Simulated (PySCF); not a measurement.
iodoethane (C2H5I), SMILES CCI.

Geometry: PBE0-D3(BJ)/def2-SVP. The def2 effective core potentials stand for the cores of I; spin–orbit coupling is left out.

The numbers are results of TDDFT-M06-2X/def2-SVPD (PySCF), not measurements.

Vertical excitations. Isolated molecule, no solvent. State labels are in the subgroup Cs.

```
state  symmetry  energy (eV)  λ (nm)      f                                               main pairs
-----  --------  -----------  ------  -----  -------------------------------------------------------
S1           A"         4.88     254  0.000                                           HOMO→LUMO 91 %
S2           A'         4.93     251  0.000                                         HOMO−1→LUMO 92 %
S3           A"         6.88     180  0.100                                         HOMO→LUMO+1 91 %
S4           A'         6.92     179  0.107                                       HOMO−1→LUMO+1 90 %
S5           A"         7.40     168  0.008    HOMO→LUMO+3 57 %, HOMO−1→LUMO+2 32 %, HOMO→LUMO+4 9 %
S6           A'         7.42     167  0.051                     HOMO→LUMO+2 78 %, HOMO−1→LUMO+3 14 %
S7           A"         7.42     167  0.006                     HOMO−1→LUMO+2 66 %, HOMO→LUMO+3 23 %
S8           A'         7.47     166  0.179  HOMO−1→LUMO+3 53 %, HOMO−2→LUMO 27 %, HOMO−1→LUMO+4 9 %
S9           A"         7.56     164  0.001                       HOMO→LUMO+4 69 %, HOMO→LUMO+3 19 %
S10          A'         7.62     163  0.025                                       HOMO−1→LUMO+4 74 %
T1           A"         4.40     282      0                                           HOMO→LUMO 89 %
T2           A'         4.44     279      0                                         HOMO−1→LUMO 89 %
T3           A'         5.86     212      0                                         HOMO−2→LUMO 81 %
T4           A"         6.75     184      0                                         HOMO→LUMO+1 87 %
```
Triplets are in the Tamm–Dancoff approximation, which puts them higher than full response would, so one can lie above its singlet here.
